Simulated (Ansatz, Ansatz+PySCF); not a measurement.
```xyz
3

C     0.0000    0.0000   -0.0974
H     0.0000    0.9236    0.2923
H     0.0000   -0.9236    0.2923
```

Basis set: def2-SVP (spherical functions). Correlated methods keep 1 orbital frozen. Charge 0, multiplicity 3.

Computed with Ansatz (development build ahead of 0.2.0); each method stands on the lowest determinant of its kind that the runs found.

Problem. Give the atomization energy at this shape (free ground-state atoms in the same class of orbitals less the molecule, no zero-point energy) of triplet CH₂ by UHF-CCSD(T), UHF-MP2, UHF, ROHF.

Solution.

```tsv
method	atomization energy
UHF-CCSD(T)	7.66 eV
UHF-MP2	7.66 eV
UHF	6.55 eV
ROHF	6.52 eV
```

Caution: the shape is not the minimum.
